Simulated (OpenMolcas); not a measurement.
## Ni4+: Racah parameters, the spin-orbit constant, worked from levels

```json
{
  "Program": "OpenMolcas",
  "Basis": "ANO-R1 [5s4p2d1f]",
  "Scalar Hamiltonian": "X2C, finite nucleus",
  "Active space": "6 electrons in 5 orbitals (3d)",
  "State averaging": "2S+1 = 5 even, 5 roots; 2S+1 = 3 even, 45 roots; 2S+1 = 1 even, 50 roots",
  "Spin-orbit coupling": "RASSI with atomic mean-field integrals over the reference wave functions, term energies averaged over their components"
}
```

Methods: CASSCF; MS-CASPT2, IPEA 0.25 Eh, imaginary shift 0.1 Eh (closed shells correlated: 3s 3p). Measured levels: Corliss and Sugar, J. Phys. Chem. Ref. Data 10, 197 (1981).

**Racah parameters.** Above 5D, d6 has 3G at 9B + 4C, 3H at 4B + 4C and 3D at 16B + 4C. The first two fix B and C, and the third tests them; where it misses by thousands of cm-1, two parameters do not describe the configuration (Trees and configuration-interaction terms are left out) and B and C hang on the terms chosen. Term energies are centres of gravity, weighted by 2J + 1.

```csv
Source,3G,3H,B,C,C/B,"3D from B, C",3D found
CASSCF,36855,28871,1597,5621,3.52,48036,47209
MS-CASPT2,34743,27972,1354,5639,4.16,44220,43083
measured,32972,26617,1271,5383,4.24,41868,40925
```

Energies in cm-1. From CASSCF to MS-CASPT2, B changes by -15.2 % and C by +0.3 %. Against the measured terms, MS-CASPT2 has B off by +6.5 % and C by +4.8 %.

**The spin-orbit constant.** For the Hund term 5D of d6, E(J) = (A/2) J(J+1) + constant and ζ = -2S·A = -4A. From J = 0 to J = 4 the energy changes by 10 A.

```tsv
Source	E(4) - E(0)	A	ζ
CASSCF	-2101.5	-210.2	841
MS-CASPT2	-2087.9	-208.8	835
measured	-2057.6	-205.8	823
```

All in cm-1. MS-CASPT2 is off by +1.5 % and CASSCF by +2.1 %. Both methods take the spin-orbit matrix elements from the reference wave functions, so the second can move ζ only through the term energies and any multistate remixing. Second-order mixing with other terms is absorbed into this ζ.

CASPT2 breaks the degeneracy within a term, and the mean is taken; among the terms shown or strongly mixed into the levels shown the widest spread is 220 cm-1 (3d6 3H, MS-CASPT2). The basis is small and was not contracted for so high a charge. Without dynamic correlation excited terms often stand tens of per cent too high (terms of higher spin than the ground term too low), and those without a measured partner can miss by more than the paired ones (holds for CASSCF). Computed and measured levels are paired by configuration, term and J; levels that our copy of the source lacks, or whose pairing is in doubt (as where it misses far off the trend of its configuration), stay unpaired and out of the deviations. Only configurations of the active space appear.
